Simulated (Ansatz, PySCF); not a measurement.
Molecule: BeF, net charge 0, doublet state. 
Coordinates optimised at B3LYP-D3(BJ)/def2-TZVP (Ansatz, a quantum-chemistry and plane-wave program):
SMILES: [Be][F]
```xyz
2

Be     0.0000     0.0000    -0.9505
F      0.0000     0.0000     0.4225
```
Charge 0, spin multiplicity 2.

Total electronic energies in hartree. Cores are frozen in the correlated levels unless marked. UHF or UKS for open shells. No spin-orbit coupling. Non-relativistic. CBS marks a two-point X^-3 extrapolation of the correlation energy; Hartree-Fock from the larger set. [CCSD(T)-MP2]/basis is that difference in the basis named.

```csv
level,program,energy (Eh)
HF/def2-TZVPD,PySCF,-114.16066
RI-HF/def2-QZVPPD,Ansatz,-114.17062
B3LYP/def2-TZVPD,PySCF,-114.66296
PBE0-D4/def2-TZVP,Ansatz + dftd4,-114.52970
BHLYP/def2-TZVPD,Ansatz,-114.61638
TPSSh-D3(BJ)/def2-TZVPD,PySCF + dftd3,-114.65225
TPSSh-D4/def2-TZVPD,PySCF + dftd4,-114.65236
B2GP-PLYP/def2-TZVPD,Ansatz,-114.56583
RPA@PBE/def2-QZVPP,Ansatz,-114.62868
"MP2/CBS(def2-TZVPP,def2-QZVPP)",Ansatz,-114.4948
SCS-MP2/6-31G*,Ansatz,-114.29996
CCSD/6-31G,Ansatz,-114.22660
CCSD/def2-QZVPP,Ansatz,-114.47250
"RI-MP2/CBS(def2-TZVPP,def2-QZVPP)+[CCSD(T)-MP2]/def2-SVP",Ansatz,-114.4994
"CCSD(T)/CBS(def2-TZVPPD,def2-QZVPPD)",Ansatz,-114.5016
```

Totals of different functionals don't rank their quality; only differences between species are comparable.
